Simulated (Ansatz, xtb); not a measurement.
Two structures of C3H4O3Sn

We compare a, a singlet given by its coordinates, with b, `[OH][Sn-]1[O]C=CC=[O+]1`, a singlet. Both are isolated molecules in the gas phase, relaxed with PBE0-D4/def2-SVP; the shapes shown needn't be the lowest conformers.

a (Å):

```yaml
atoms:
  - { symbol: C, position_ang: [-0.3636, -1.0986, -0.6488] }
  - { symbol: C, position_ang: [0.7505, -0.4280, -1.0174] }
  - { symbol: C, position_ang: [0.6477, 0.9993, -1.4814] }
  - { symbol: O, position_ang: [0.0231, 1.8377, -0.5986] }
  - { symbol: O, position_ang: [-1.6027, -0.6303, -0.7088] }
  - { symbol: O, position_ang: [-0.2378, 1.0462, -2.6714] }
  - { symbol: Sn, position_ang: [-1.9536, 1.4051, -0.9462] }
  - { symbol: H, position_ang: [-0.2910, -2.1269, -0.2615] }
  - { symbol: H, position_ang: [1.7285, -0.9000, -0.9158] }
  - { symbol: H, position_ang: [1.6301, 1.4101, -1.7786] }
  - { symbol: H, position_ang: [-0.1650, 0.1980, -3.1317] }
```

Close contacts (Å): C1–C2 1.35, C1–O5 1.33, C2–C3 1.50, C3–O4 1.37, C3–O6 1.48, O4–Sn7 2.05, O5–Sn7 2.08, O6–Sn7 2.46, C1–H8 1.10, C2–H9 1.09, C3–H10 1.11, O6–H11 0.97.

b (Å):

```xyz
11

C    -1.5696   -1.2589    0.1159
C    -0.1936   -1.4030    0.3269
C     0.5817   -0.5112    1.0768
O    -1.2741    2.4532   -0.2546
O    -2.3166   -0.3199    0.5030
O     0.2100    0.5583    1.6315
Sn   -1.7519    1.5950    1.4827
H    -2.0740   -2.0667   -0.4507
H     0.2959   -2.2885   -0.0797
H     1.6500   -0.7724    1.2128
H    -0.7997    1.9076   -0.8923
```

Q: Estimate E(b) − E(a) at the level CCSD(T)/def2-SVP + ΔMP2/def2-TZVPP.

A: Calculated at CCSD(T)/def2-SVP + ΔMP2/def2-TZVPP: E(b) − E(a) = −0.716 eV, so structure b lies lower.

How the difference moves with the method:

```json
{"level": "PBE0-D4/def2-SVP", "geometry": "PBE0-D4/def2-SVP", "E(b) − E(a) (eV)": "−0.790", "departure from the last row (eV)": "−0.074", "job, with rough time for the two": "optimisation, 3.2 min"}
{"level": "HF/def2-SVP", "geometry": "PBE0-D4/def2-SVP", "E(b) − E(a) (eV)": "−1.058", "departure from the last row (eV)": "−0.343", "job, with rough time for the two": "part of the CCSD(T) run"}
{"level": "MP2/def2-SVP", "geometry": "PBE0-D4/def2-SVP", "E(b) − E(a) (eV)": "−0.827", "departure from the last row (eV)": "−0.111", "job, with rough time for the two": "part of the CCSD(T) run"}
{"level": "CCSD(T)/def2-SVP", "geometry": "PBE0-D4/def2-SVP", "E(b) − E(a) (eV)": "−0.790", "departure from the last row (eV)": "−0.075", "job, with rough time for the two": "single point"}
{"level": "CCSD(T)/def2-SVP + ΔMP2/def2-TZVPP", "geometry": "PBE0-D4/def2-SVP", "E(b) − E(a) (eV)": "−0.716", "departure from the last row (eV)": "", "job, with rough time for the two": "single point, 4 min"}
```

None of the levels shown reverses the order. The largest departure from CCSD(T)/def2-SVP + ΔMP2/def2-TZVPP is that of HF/def2-SVP, 0.343 eV. No reliable frequencies are at hand for b, so it isn't confirmed as a minimum. Levels run at GFN2-xTB geometries aren't shown. The last row adds to CCSD(T) the change of the MP2 difference between the two basis sets, here +0.075 eV.

The correlated steps freeze 10 core orbitals; the filled d shell of Sn is correlated, in a basis made for valence electrons. Atoms past krypton carry core potentials in the def2 sets and no spin–orbit term is included. Programs: Ansatz 0.2.0, xtb 6.7.1; the last row on 2 threads of Arm Neoverse N1 on a shared host.
